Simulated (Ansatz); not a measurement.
PBE exchange is replaced step by step with exact exchange (0 % is PBE, 25 % PBE0; no dispersion term), basis def2-TZVP, Ansatz. System: Ru₄⁺. Total charge 1; doublet. Geometry: PBE-D4/def2-SVP.

Geometry of the doublet:

```xyz
4

Ru   -1.3906   -0.5972   -0.0577
Ru    0.4631    1.4251    0.1512
Ru    0.5344   -0.4743    1.3256
Ru    0.3931   -0.3536   -1.4192
```

In the def2 sets Ru takes a core potential; there is no spin–orbit coupling. At PBE-D4/def2-TZVP, PBE with 5 % exact exchange/def2-TZVP, PBE with 10 % exact exchange/def2-TZVP, PBE with 15 % exact exchange/def2-TZVP and others the charge 1 doublet is spin-contaminated (final ⟨S²⟩ up to 4.79, 0.75 for a pure state). The geometry of the doublet was relaxed on an unsound state (⟨S²⟩ 2.52, where a pure state has 0.75). The structure comes from a short search, and lower isomers may exist.

HOMO and LUMO are taken over both spins.

```json
{"exact exchange (%)": "0", "HOMO (eV)": "-8.69", "LUMO (eV)": "-8.40", "gap (eV)": "0.29", "⟨S²⟩": "2.552"}
{"exact exchange (%)": "5", "HOMO (eV)": "-8.92", "LUMO (eV)": "-8.20", "gap (eV)": "0.72", "⟨S²⟩": "2.904"}
{"exact exchange (%)": "15", "HOMO (eV)": "-9.37", "LUMO (eV)": "-7.73", "gap (eV)": "1.64", "⟨S²⟩": "3.543"}
{"exact exchange (%)": "25", "HOMO (eV)": "-9.76", "LUMO (eV)": "-7.17", "gap (eV)": "2.59", "⟨S²⟩": "3.820"}
{"exact exchange (%)": "35", "HOMO (eV)": "-10.20", "LUMO (eV)": "-6.60", "gap (eV)": "3.59", "⟨S²⟩": "4.300"}
{"exact exchange (%)": "50", "HOMO (eV)": "-10.81", "LUMO (eV)": "-6.01", "gap (eV)": "4.80", "⟨S²⟩": "4.788"}
```

Task: Estimate the row for 10 %.

Result: 
```csv
exact exchange (%),HOMO (eV),LUMO (eV),gap (eV),⟨S²⟩
10,-9.15,-7.99,1.16,3.234
```
